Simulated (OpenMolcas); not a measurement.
Er IV: input and output

Input:

```
&GATEWAY
Coord
1

Er 0.0 0.0 0.0
Basis=ANO-RCC-VDZ
Group=XYZ
NoMove
AngMom=0.0 0.0 0.0
AMFI
RX2C
&SEWARD
* reference wave functions (RASSCF and RASSI steps not shown): 11 electrons in 7 orbitals (4f)
>>> COPY JOB001 $Project.JobIph
&CASPT2
Multistate=21 1 2 3 4 5 6 7 8 9 10 11 12 13 14 15 16 17 18 19 20 21
NoMult
Frozen=15 12
IPEA=0.4
Sig1=0.25
MaxIter=60
WThr=0.0 0.3 0.05
PrWF=0.5
NoMix
>>> COPY JOB002 $Project.JobIph
&CASPT2
Multistate=20 1 2 3 4 5 6 7 8 9 10 11 12 13 14 15 16 17 18 19 20
NoMult
Frozen=15 12
IPEA=0.4
Sig1=0.25
MaxIter=60
WThr=0.0 0.3 0.05
PrWF=0.5
NoMix
```

Launched by
```bash
OMP_NUM_THREADS=1 MOLCAS_MEM=2252 MOLCAS_PROJECT=a pymolcas a.inp > a.log  # once for each step of the input, in one work folder
```

Output, cut to the results:

```
--- CASPT2 ---
Orbital specifications:
      -----------------------

      Symmetry species                           1   2
                                                ag  au
      Frozen orbitals                           15  12
      Inactive orbitals                          0   0
      Active orbitals                            0   7
      Secondary orbitals                        12  13
      Deleted orbitals                           0   0
      Number of basis functions                 27  32
Type of calculation                        SS-CASPT2
      Fock operator                              state-specific
      IPEA shift                                 0.40
      Real shift                                 0.00
      Imaginary shift                            0.00
      Sigma^1 regularizer                        0.25
      The input orbitals will be transformed to quasi-canonical
Reference energy:      -13080.7014766636
      E2 (Non-variational):      -0.2336349882
      Shift correction:          -0.0000026487
      E2 (Variational):          -0.2336376369
      Total energy:          -13080.9351143006
      Residual norm:              0.0000000526
      Reference weight:           0.96113
      Contributions to the CASPT2 correlation energy
      Active & Virtual Only:         -0.2336349882
      One Inactive Excited:           0.0000000000
      Two Inactive Excited:           0.0000000000
Reference energy:      -13080.7014766636
      E2 (Non-variational):      -0.2340576151
      Shift correction:          -0.0000025927
      E2 (Variational):          -0.2340602078
      Total energy:          -13080.9355368714
      Residual norm:              0.0000000463
      Reference weight:           0.96098
      Contributions to the CASPT2 correlation energy
      Active & Virtual Only:         -0.2340576151
      One Inactive Excited:           0.0000000000
      Two Inactive Excited:           0.0000000000
::    CASPT2 Root  1     Total energy: -13080.93511430
::    CASPT2 Root  2     Total energy: -13080.93553687
::    CASPT2 Root  3     Total energy: -13080.93467926
::    CASPT2 Root  4     Total energy: -13080.93617654
::    CASPT2 Root  5     Total energy: -13080.93462454
::    CASPT2 Root  6     Total energy: -13080.93550248
::    CASPT2 Root  7     Total energy: -13080.93549148
::    CASPT2 Root  8     Total energy: -13080.93540783
::    CASPT2 Root  9     Total energy: -13080.93505559
::    CASPT2 Root 10     Total energy: -13080.93421279
::    CASPT2 Root 11     Total energy: -13080.93586016
::    CASPT2 Root 12     Total energy: -13080.93485284
::    CASPT2 Root 13     Total energy: -13080.93507036
::    CASPT2 Root 14     Total energy: -13080.85697799
::    CASPT2 Root 15     Total energy: -13080.85702208
::    CASPT2 Root 16     Total energy: -13080.85687492
::    CASPT2 Root 17     Total energy: -13080.85688728
::    CASPT2 Root 18     Total energy: -13080.85708437
::    CASPT2 Root 19     Total energy: -13080.85690160
::    CASPT2 Root 20     Total energy: -13080.85705791
::    CASPT2 Root 21     Total energy: -13080.85704450
--- CASPT2 ---
Orbital specifications:
      -----------------------

      Symmetry species                           1   2
                                                ag  au
      Frozen orbitals                           15  12
      Inactive orbitals                          0   0
      Active orbitals                            0   7
      Secondary orbitals                        12  13
      Deleted orbitals                           0   0
      Number of basis functions                 27  32
Type of calculation                        SS-CASPT2
      Fock operator                              state-specific
      IPEA shift                                 0.40
      Real shift                                 0.00
      Imaginary shift                            0.00
      Sigma^1 regularizer                        0.25
      The input orbitals will be transformed to quasi-canonical
Reference energy:      -13080.6201691514
      E2 (Non-variational):      -0.2368514473
      Shift correction:          -0.0000031478
      E2 (Variational):          -0.2368545951
      Total energy:          -13080.8570237465
      Residual norm:              0.0000003766
      Reference weight:           0.96031
      Contributions to the CASPT2 correlation energy
      Active & Virtual Only:         -0.2368514473
      One Inactive Excited:           0.0000000000
      Two Inactive Excited:           0.0000000000
Reference energy:      -13080.6201691514
      E2 (Non-variational):      -0.2368461036
      Shift correction:          -0.0000031352
      E2 (Variational):          -0.2368492388
      Total energy:          -13080.8570183902
      Residual norm:              0.0000003723
      Reference weight:           0.96031
      Contributions to the CASPT2 correlation energy
      Active & Virtual Only:         -0.2368461036
      One Inactive Excited:           0.0000000000
      Two Inactive Excited:           0.0000000000
::    CASPT2 Root  1     Total energy: -13080.85702375
::    CASPT2 Root  2     Total energy: -13080.85701839
::    CASPT2 Root  3     Total energy: -13080.85703726
::    CASPT2 Root  4     Total energy: -13080.85701471
::    CASPT2 Root  5     Total energy: -13080.85708560
::    CASPT2 Root  6     Total energy: -13080.85700087
::    CASPT2 Root  7     Total energy: -13080.85701702
::    CASPT2 Root  8     Total energy: -13080.85707529
::    CASPT2 Root  9     Total energy: -13080.85702532
::    CASPT2 Root 10     Total energy: -13080.85699850
::    CASPT2 Root 11     Total energy: -13080.85706590
::    CASPT2 Root 12     Total energy: -13080.83102031
::    CASPT2 Root 13     Total energy: -13080.83092619
::    CASPT2 Root 14     Total energy: -13080.83092350
::    CASPT2 Root 15     Total energy: -13080.83092254
::    CASPT2 Root 16     Total energy: -13080.83096180
::    CASPT2 Root 17     Total energy: -13080.83091775
...
```

Levels above the lowest, from the spin-orbit matrix with the single-state CASPT2 energies, averaged by term, on its diagonal:

| Configuration | Term | J | E (cm⁻¹) | Measured (cm⁻¹) | g | Term weight % | Second |
| --- | --- | --- | --- | --- | --- | --- | --- |
| 4f¹¹ | ⁴I° | 15/2 | 0.0 | 0.0 | 1.200 | 100 |  |
| 4f¹¹ | ⁴I° | 13/2 | 6150 | 6508 | 1.108 | 100 |  |
| 4f¹¹ | ⁴I° | 11/2 | 10060 | 10172 | 0.979 | 89 | 11 ²H° |
| 4f¹¹ | ⁴I° | 9/2 | 12520 | 12469 | 0.808 | 70 | 20 ²H° |
| 4f¹¹ | ⁴F° | 9/2 | 17470 | 15405 | 1.205 | 65 | 22 ²G° |

Against the 4 measured excited levels shown (the list in Tchang-Brillet, Wyart, Meftah and Ait Mammar, Atoms 6, 52 (2018)) the mean absolute deviation is 650 cm-1; the largest miss in energy is 4f¹¹ ⁴F°_9/2 [65 %]: computed 17470, measured 15405 cm⁻¹ (+13.4 %).

Term energies are means over components that CASPT2 splits; among the terms shown or strongly mixed into the levels shown the widest spread is 430 cm-1 (4f¹¹ ⁴I°). High states are left out of the spin-orbit mixing, which shifts the levels that they would mix with. Some levels mix across a computed gap that differs much from the measured one, so their mixing is not that of the real levels. The basis is small and was not contracted for so high a charge. Computed and measured levels are paired by configuration, term and J; levels that our copy of the source lacks, or whose pairing is in doubt (as where it misses far off the trend of its configuration), stay unpaired and out of the deviations. Levels of configurations outside the active space are missing. The first state left out of the spin-orbit step lies near 27000 cm-1 above the lowest spin-free state of the reference (among the parities and spins computed), and the list stops at four fifths of that energy or lower.

The term weight is that of the spin-free term in the level, not the purity of its configuration. A share in square brackets marks a mixed level and gives the weight of the term that names it. ° marks odd parity.
